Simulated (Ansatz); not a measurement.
A structure relaxed at PBE0-D4/def2-TZVP, charge 0, multiplicity 1:

```xyz
7

Si   -0.0932    1.1263   -0.4440
O     0.4715   -0.0886    0.4775
Zn    0.2906   -1.7940    0.8427
Cl    0.1424   -3.8067    1.3358
H    -1.5437    1.3657   -0.1957
H     0.0753    0.8293   -1.8953
H     0.6570    2.3681   -0.1211
```

**Question.** Give its formula and SMILES.

**Answer.** ClH3OSiZn, `[SiH3][O][Zn][Cl]`.

**Question.** Point group (tolerance 0.08 Å, 0.16 Å for H)?

**Answer.** Cs.

**Question.** Summarise the bond lengths by kind.

**Answer.** 1 × O–Si 1.626 Å; 3 × H–Si 1.486 to 1.491 Å; 1 × O–Zn 1.753 Å; 1 × Cl–Zn 2.078 Å.

All numbers were calculated with Ansatz.
